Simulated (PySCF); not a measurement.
Compound: 3-methylbenzofuran, C9H8O.
Numbering: `[CH3:1][c:2]1[cH:3][o:4][c:5]2[cH:6][cH:7][cH:8][cH:9][c:10]12`

Geometry (GFN2-xTB, Å), atoms numbered from 1 in this order:
```
atom  x, y, z in Å
C1     2.5663   -0.8245    0.2986
C2     1.4733    0.0569   -0.1928
C3     1.5753    1.1663   -0.9643
O4     0.3725    1.7385   -1.2309
C5    -0.5549    0.9732   -0.6107
C6    -1.9290    1.1555   -0.5916
C7    -2.6753    0.2353    0.1167
C8    -2.0736   -0.8328    0.7852
C9    -0.7079   -1.0138    0.7672
C10    0.0679   -0.0987    0.0594
H11    2.4209   -1.8426   -0.0608
H12    3.5312   -0.4635   -0.0477
H13    2.5696   -0.8502    1.3877
H14    2.4349    1.6509   -1.3856
H15   -2.3877    1.9823   -1.1100
H16   -3.7490    0.3423    0.1557
H17   -2.6975   -1.5285    1.3269
H18   -0.2456   -1.8404    1.2854
```

Probes without a nucleus sit at each ring's centroid and 1 Å off its mean plane on both sides; NICS is minus the shielding there, NICSzz its component along the normal. Level: GIAO PBE0/pcSseg-1 (PySCF, non-relativistic, gas phase) on the GFN2-xTB geometry, one conformer.

Ring bond lengths (Å), with Mayer bond orders in brackets: C2–C3 1.355 (1.66), C3–O4 1.358 (1.05), O4–C5 1.353 (1.00), C5–C10 1.409 (1.27), C10–C2 1.436 (1.18); C5–C6 1.386 (1.41), C6–C7 1.380 (1.47), C7–C8 1.396 (1.40), C8–C9 1.378 (1.49), C9–C10 1.393 (1.34), C10–C5 1.409 (1.27).

Task: What do the NICS probes read (ppm)?

Result: 
```csv
ring,type,NICS(0),"NICS(1), two faces","NICS(1)zz, two faces",rms pucker (Å),"centre to ring atoms, mean (Å)"
C2–C3–O4–C5–C10,5-membered ring with O; formal bonds all aromatic,-10.3,-9.8 / -9.8,-22.8 / -22.8,0.00,1.18
C5–C6–C7–C8–C9–C10,6-membered carbocycle; formal bonds all aromatic,-10.5,-12.1 / -12.2,-30.3 / -30.3,0.00,1.39
```

Task: What can be read from them?

Result: 
- C2–C3–O4–C5–C10: mean NICS(1)zz -22.8 ppm, shielded. For a flat ring without four-coordinate atoms the NICS criterion counts such a value as aromatic, though in fused rings the probe also feels the neighbouring ring.
- C5–C6–C7–C8–C9–C10: mean NICS(1)zz -30.3 ppm, shielded. For a flat ring without four-coordinate atoms the NICS criterion counts such a value as aromatic, though in fused rings the probe also feels the neighbouring ring.

Task: How equal are the bonds by HOMA? HOMA = 1 − mean of α(R − Ropt)² over the ring bonds, with Krygowski's 1993 parameters (CC: Ropt 1.388 Å, α 257.7 Å⁻²; CO: Ropt 1.265 Å, α 157.38 Å⁻²).

Result: 
- C2–C3–O4–C5–C10: HOMA 0.28; the largest term is that of C3–O4, α(R − Ropt)² = 1.37. The geometric and the magnetic index disagree.
- C5–C6–C7–C8–C9–C10: HOMA 0.97 = 1 − EN − GEO, with mean bond length 1.390 Å, EN = α(Ropt − mean)² = 0.002 and GEO = α × variance = 0.029. The geometric and the magnetic index point the same way.

Task: What are the shieldings of the ring atoms and their hydrogens in the same run (means over atoms taken as equivalent)?

Result: 
```tsv
atoms	environment	σ isotropic (ppm)	principal values of the symmetric part, first atom (ppm)
C2	substituted aromatic carbon	64.1	-20.3, 60.5, 152.1
C3	aromatic CH next to a ring oxygen	39.5	-40.2, 64.2, 94.5
O4	furan-type oxygen	83.4	-21.7, 29.8, 242.3
C5	ring-fusion aromatic carbon	25.2	-50.0, 14.9, 110.8
C6	aromatic CH carbon	70.2	-12.8, 48.9, 174.6
C7	aromatic CH carbon	58.4	-48.7, 46.7, 177.2
C8	aromatic CH carbon	59.8	-48.5, 48.0, 179.8
C9	aromatic CH carbon	63.0	-37.5, 47.5, 178.8
C10	ring-fusion aromatic carbon	51.8	-16.9, 7.7, 164.8
H14	aromatic hydrogen	24.17	20.2, 25.3, 27.0
H15	aromatic hydrogen	24.02	19.3, 25.4, 27.3
H16	aromatic hydrogen	24.09	19.8, 25.5, 26.9
H17	aromatic hydrogen	24.14	19.9, 25.3, 27.2
H18	aromatic hydrogen	23.77	18.7, 24.2, 28.4
```

The list is cut; further classes of hydrogen are left out.

Time: 1.9 min wall, 1.7 min CPU; peak memory 0.94 GiB. Hardware: one thread of an Intel Xeon at 2.50 GHz, no GPU, on a shared host. This is the whole shielding run at PBE0/pcSseg-1, SCF included.
